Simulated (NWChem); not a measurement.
System: CH₃ClOTe; SMILES CO[Te]Cl

Here is an NWChem input.

```
start job
memory heap 200 mb stack 900 mb global 1100 mb
geometry units angstroms noautoz
  Te     0.655630    -0.009051     0.019012
  Cl    -0.973609    -1.737786    -0.067222
  O     -0.500183     1.480961     0.607950
  C     -1.405664     2.031725    -0.321671
  H     -2.195962     1.311829    -0.596442
  H     -1.878256     2.895577     0.171702
  H     -0.909241     2.378353    -1.245535
end
basis spherical
  * library def2-svp
end
ecp
  Te library def2-ecp
end
dft
  xc r2scan
  iterations 150
  mulliken
end
task dft energy
```

Coordinates come from a PBE0/def2-SVP optimisation. def2 effective core potentials on Te; no spin-orbit coupling.

### Question
What results follow from this input? (r2SCAN/def2-SVP with def2 effective core potentials on Te.) Quantities: energy (Ha); highest occupied level (eV); orbital gap (eV); dipole (D).

### Answer
```json
{
 "energy (Ha)": "-843.12",
 "highest occupied level (eV)": "-5.41",
 "orbital gap (eV)": "2.42",
 "dipole (D)": "2.11"
}
```
